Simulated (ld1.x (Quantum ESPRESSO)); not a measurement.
# u(r) = r·R(r): atom against pseudo-atom (rubidium)

Columns: radius, all-electron u(r) and pseudo u(r) of the 4d shell (level -0.73 eV) of rubidium in the configuration [Ar] 3d10 4s2 4p6 4d0 5s0 5p1; LDA (PZ), non-relativistic, TM scheme, ld1.x (Quantum ESPRESSO) 7.5.

```tsv
r (bohr)	all-electron	pseudo
0.210	0.0888	-0.0012
0.420	0.1026	-0.0091
0.630	0.0279	-0.0289
0.840	-0.0616	-0.0626
1.050	-0.1400	-0.1088
1.260	-0.2018	-0.1628
1.470	-0.2483	-0.2183
1.680	-0.2824	-0.2687
1.890	-0.3070	-0.3094
2.100	-0.3246	-0.3382
2.310	-0.3368	-0.3556
2.520	-0.3451	-0.3636
2.730	-0.3505	-0.3654
2.940	-0.3536	-0.3638
3.150	-0.3552	-0.3610
3.360	-0.3558	-0.3584
3.570	-0.3556	-0.3564
3.780	-0.3550	-0.3551
3.990	-0.3541	-0.3541
4.200	-0.3531	-0.3531
4.410	-0.3519	-0.3519
4.620	-0.3505	-0.3505
4.830	-0.3489	-0.3489
5.040	-0.3471	-0.3471
5.250	-0.3449	-0.3449
5.460	-0.3425	-0.3425
```

Question: How many radial nodes do the two functions have?

Answer: The all-electron 4d function has n − l − 1 = 1; the pseudo-wave has 0, since the states of the same l below it are removed with the core.

Question: At about which radius was the pseudo-wave matched?

Answer: 4.20 bohr. The columns agree to 0.0005 from 3.78 bohr on; several derivatives are matched, so the curves merge somewhat inside the radius.

Question: Is the pseudo-wave norm-conserving?

Answer: Yes: the TM scheme keeps the norm inside the radius equal to the all-electron one, which fixes the energy derivative of the logarithmic derivative at the level.
